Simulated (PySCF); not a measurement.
Two-component Hartree-Fock for Ar¹⁷⁺ (argon, charge +17)

Start: 1s1; 1s1/2 filled at m_j = +1/2. Calculated with PySCF 2.14 in an uncontracted even-tempered set (15 s from 15 bohr⁻², ratio 2.4; 8 p from 20 bohr⁻², ratio 2.4; 3 d from 58 bohr⁻², ratio 2.6; 3 f from 87 bohr⁻², ratio 2.6): generalised Hartree-Fock with the X2C-1e Hamiltonian and a Gaussian nucleus; one run each with spin-orbit coupling (SO) switched off, then screened by Boettger's factors.

```
spinor shell  electrons  ε, spin-free (eV)  ε, screened SO (eV)  weight of nominal j (screened SO)  rms radius, screened SO (bohr)
       1s1/2          1            -4427.4              -4427.4                              1.000                          0.0955
```

```
   quantity   spin-free  screened SO
E (hartree)  -162.70435   -162.70435
        M_J         1/2          1/2
       ⟨J²⟩       0.750        0.750
       ⟨L²⟩       0.000        0.000
       ⟨S²⟩       0.750        0.750
```

Without spin-orbit coupling the j labels of p, d and f shells carry no meaning; the spin-free column gives the mean over the occupied spinors of each nl shell.
